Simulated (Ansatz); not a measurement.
Computed with Ansatz on PBE0-D4/def2-TZVP structures; ΔE is electronic, products minus reactants. CCSD(T)/CBS is the MP2 limit (def2-TZVPP, def2-QZVPP) plus CCSD(T) − MP2 in def2-TZVPP, frozen cores. Functionals use def2-TZVPP. B3LYP here is the variant with VWN-RPA as its local correlation; programs differ in this. def2 core potentials past Kr. For Mo outer-core shells are correlated without core-valence functions, which leaves a few kJ/mol of doubt a bond. Each species was taken in one conformer, which may not be the lowest.

Consider the redistribution: `F[Si]1(F)CO1` + `[NH2][Mo]([OH])(=[S])=[S]` → `O[Si]1(F)CO1` + `[NH2][Mo]([F])(=[S])=[S]`.

```json
{"level": "revPBE-D4", "ΔE (kcal/mol)": "-0.9", "difference from CCSD(T)/CBS": "-1.3"}
{"level": "B97M-V", "ΔE (kcal/mol)": "-0.8", "difference from CCSD(T)/CBS": "-1.2"}
{"level": "B3LYP-D4", "ΔE (kcal/mol)": "-0.4", "difference from CCSD(T)/CBS": "-0.8"}
{"level": "r2SCANh-D4", "ΔE (kcal/mol)": "-0.6", "difference from CCSD(T)/CBS": "-1.0"}
{"level": "ωB97M-V", "ΔE (kcal/mol)": "-0.7", "difference from CCSD(T)/CBS": "-1.1"}
{"level": "B2PLYP", "ΔE (kcal/mol)": "-0.2", "difference from CCSD(T)/CBS": "-0.6"}
{"level": "PBE", "ΔE (kcal/mol)": "-1.1", "difference from CCSD(T)/CBS": "-1.5"}
{"level": "revPBE", "ΔE (kcal/mol)": "-1.3", "difference from CCSD(T)/CBS": "-1.7"}
{"level": "BLYP", "ΔE (kcal/mol)": "-1.1", "difference from CCSD(T)/CBS": "-1.5"}
{"level": "r2SCANh", "ΔE (kcal/mol)": "-0.7", "difference from CCSD(T)/CBS": "-1.1"}
{"level": "RPA@PBE/def2-TZVPP", "ΔE (kcal/mol)": "0.4", "difference from CCSD(T)/CBS": "0.0"}
{"level": "MP2/def2-TZVPP", "ΔE (kcal/mol)": "1.0", "difference from CCSD(T)/CBS": "0.6"}
{"level": "HF/def2-QZVPP", "ΔE (kcal/mol)": "-0.1", "difference from CCSD(T)/CBS": "-0.5"}
{"level": "SCS-MP2/def2-QZVPP", "ΔE (kcal/mol)": "0.5", "difference from CCSD(T)/CBS": "0.1"}
{"level": "MP2/CBS(def2)", "ΔE (kcal/mol)": "0.9", "difference from CCSD(T)/CBS": "0.5"}
{"level": "CCSD/CBS(def2)", "ΔE (kcal/mol)": "0.4", "difference from CCSD(T)/CBS": "0.0"}
{"level": "CCSD(T)/CBS", "ΔE (kcal/mol)": "0.4", "difference from CCSD(T)/CBS": "0"}
```

Largest T1 diagnostic among the species: 0.025, so the coupled-cluster value is less sure than usual.

Leaving LDA and LC-ωPBE aside and taking each functional with its dispersion term where it has one, the values, not all of them listed here, spread over 1.0 kcal/mol, from ωB97X-V to PBE-QIDH.
